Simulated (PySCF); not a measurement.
Estimate the missing entries of this data sheet.

C6H10OS.
SMILES: `[C@@H]1(OC)CC(CC1)=S`

```json
{"property": "point group", "level": "PBE0-D3(BJ)/def2-SVP", "value": "?"}
{"property": "rotational constants A, B, C", "level": "PBE0-D3(BJ)/def2-SVP", "value": "?"}
{"property": "dipole moment", "level": "PBE0/def2-SVPD", "value": "?"}
{"property": "HOMO energy", "level": "PBE0/def2-SVPD", "value": "?"}
{"property": "LUMO energy", "level": "PBE0/def2-SVPD", "value": "?"}
{"property": "lowest singlet excitation", "level": "TDDFT PBE0/def2-SVPD", "value": "?"}
{"property": "strongest line among the 6 lowest singlet transitions", "level": "TDDFT PBE0/def2-SVPD", "value": "?"}
{"property": "static isotropic polarisability", "level": "PBE0/def2-SVPD", "value": "97.6 au"}
{"property": "electronic spatial extent ⟨r²⟩ about the centre of nuclear charge", "level": "PBE0/def2-SVPD", "value": "1488 bohr²"}
```

Electronic properties: PySCF, gas phase, density fitting.

The rotational constants A, B, C?

5.087, 0.850, 0.754 GHz.

The HOMO energy?

-6.31 eV.

The strongest line among the 6 lowest singlet transitions?

S3 at 5.53 eV (224 nm, f = 0.255).

Give the LUMO energy.

-2.04 eV.

What is the lowest singlet excitation?

2.51 eV (494 nm, f = 0.000).

Give the dipole moment.

3.71 D.

Give the point group.

C1.

A dipole of 3.71 D is allowed in C1, and pure rotational transitions are dipole-allowed. The rotational constants make it an asymmetric top with κ = (2B − A − C)/(A − C) = -0.96, nearer the prolate limit (−1). In wavenumbers S1 is 20200 cm⁻¹ (1 eV = 8065.54 cm⁻¹). With B = h/(8π²I), that is 505.379 GHz u Å² over I, the principal moments of inertia are 99.3, 594.6 and 670.3 u Å² (most abundant isotopes); the inertial defect Ic − Ia − Ib is -23.6 u Å² (zero for a rigid planar frame, negative otherwise).

For the geometry optimisation (PBE0-D3(BJ)/def2-SVP), the run took about 2.1 min of CPU time (one thread, shared machine).

One conformer stands for the species.
